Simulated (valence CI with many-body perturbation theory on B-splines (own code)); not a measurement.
## How close is CI+MBPT for Sb II?

Method: relativistic CI+MBPT: four valence electrons over a frozen Dirac-Fock core [Kr] 4d10, radial functions for each j: 11 s, 11 p, 10 d, 8 f, 5 g, 2 h, with the one-electron correlation potential Σ1 (screened to all orders), the two-electron term Σ2, the three-electron term Σ3, Breit, model QED; selected single and double excitations, second order for the rest, scaled by the run's own slope (own B-spline code, finite nucleus).

Against 27 measured levels this calculation errs by 129 cm⁻¹ on average and by 345 at most. These come from a selection out of the NIST Handbook of Basic Atomic Spectroscopic Data. Levels without a partner in it may be off by more. Among the levels kept, up to 800 cm⁻¹ of a level comes from second order outside the variational space, and about a tenth of that is noise between levels of different J, which matters for small intervals.

Measured levels: NIST Handbook of Basic Atomic Spectroscopic Data (Sansonetti and Martin, J. Phys. Chem. Ref. Data 34, 1559 (2005)). Pairs share parity and J, and are chosen by configuration, term and nearness in energy; levels without a clear partner are left out. Energies in cm⁻¹ above the measured ground level.

Names give the largest LS component (configuration and term), which can be under half, so a name can repeat, a term be missing and a line seem to break the LS rules; names also repeat where a configuration has a term twice.

```tsv
Computed label	Label in the source	Measured	Computed	Difference
5s²5p² ³P_0	5s2 5p2 3P	0	0.0	0
5s²5p² ³P_1	5s2 5p2 3P	3054.6	3067.1	+12
5s²5p² ³P_2	5s2 5p2 3P	5658.2	5670.3	+12
5s²5p² ¹D_2	5s2 5p2 1D	12789.8	12784.9	-5
5s²5p² ¹S_0	5s2 5p2 1S	23905.5	23850.5	-55
5s5p³ ⁵S°_2	5s 5p3 5S°	51722.9	51377.8	-345
5s5p³ ³D°_1	5s 5p3 3D°	66291.6	66000.8	-291
5s5p³ ³D°_2	5s 5p3 3D°	66502.3	66219.6	-283
5s5p³ ³D°_3	5s 5p3 3D°	67887.5	67604.6	-283
5s²5p6s ³P°_0	5s2 5p 6s 3P°	69137.3	69273.7	+136
5s²5p6s ³P°_1	5s2 5p 6s 3P°	69535.7	69687.4	+152
5s²5p5d ¹D°_2	5s2 5p 5d 1D°	72389.7	72290.7	-99
5s²5p6s ³P°_2	5s2 5p 6s 3P°	75274.5	75411.6	+137
5s²5p6s ¹P°_1	5s2 5p 6s 1P°	75898.9	75982.4	+84
5s²5p5d ³F°_2	5s2 5p 5d 3F°	76691.8	76647.3	-45
5s5p³ ³P°_0	5s 5p3 3P°	76857.8	76573.1	-285
5s5p³ ³P°_1	5s 5p3 3P°	77139.4	76948.4	-191
5s²5p5d ³F°_3	5s2 5p 5d 3F°	77726.9	77725.6	-1
5s5p³ ³P°_2	5s 5p3 3P°	78390.9	78220.9	-170
5s²5p5d ³F°_4	5s2 5p 5d 3F°	81083	81147.9	+65
5s²5p6p ³D_1	5s2 5p 6p 3D	83826.4	83786.5	-40
5s²5p5d ³D°_1	5s2 5p 5d 3D°	85094.1	85234.3	+140
5s²5p5d ³D°_2	5s2 5p 5d 3D°	86027.3	86176.0	+149
5s²5p6p ³D_2	5s2 5p 6p 3D	86183.6	86165.4	-18
5s²5p5d ³D°_3	5s2 5p 5d 3D°	88259.7	88453.8	+194
5s²5p5d ¹F°_3	5s2 5p 5d 1F°	91225	91489.3	+264
5s²5p6p ³D_3	5s2 5p 6p 3D	91583.2	91560.3	-23
5s²5p6p ¹D_2	5s2 5p 6p 1D	93853.2	93848.7	-4
```

Over 27 excited levels the mean absolute difference is 129 cm⁻¹, the median 136 and the largest 345. The comparison draws on a selection of the measured levels: 28 of the 153 computed ones have a partner in it, and others may be off by more.
